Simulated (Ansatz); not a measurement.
## Worked example: Sn(CH3)2F2 + C2H3F3O → Sn(CH3)F3 + C3H6F2O

Species: Sn(CH3)2F2 (dimethyltin fluoride), singlet; C2H3F3O `FCOC(F)F`, singlet; Sn(CH3)F3, singlet; C3H6F2O `CCOC(F)F`, singlet. The partners trade CH3 for F: Sn–CH3 and C–F bonds give way to Sn–F and C–CH3.

Shapes, held fixed at every level: PBE0-D4/def2-TZVP. Flexible molecules stand in one conformer, not always the lowest. Programs: Ansatz 0.2.0. The zero-point and thermal change to 298 K, harmonic and unscaled (PBE0-D4/def2-TZVP), is +2.1 kJ/mol.

At CCSD(T)/def2-TZVPP; 1 Eh = 2625.50 kJ/mol:

```
   species  energy (Eh)
Sn(CH3)2F2  -492.901386
   C2H3F3O  -452.226177
 Sn(CH3)F3  -552.829147
   C3H6F2O  -392.327973
```

Problem. Work out ΔH(298 K) of the reaction at this level.

Solution. 
1. Products less reactants: (-552.829147) + (-392.327973) − [(-492.901386) + (-452.226177)] = -0.029557 Eh = -77.6 kJ/mol.
2. With the thermal change: -77.6 + (+2.1) = -75.5 kJ/mol.

Other levels give -80.7 (r2SCAN-D4/def2-TZVPP) to -68.1 kJ/mol (HF/def2-SVP). No measured value is set beside it here. For atoms past krypton def2 sets carry core potentials with scalar relativity. Correlated rows may include outer-core shells of Sn, which these sets cover unevenly.
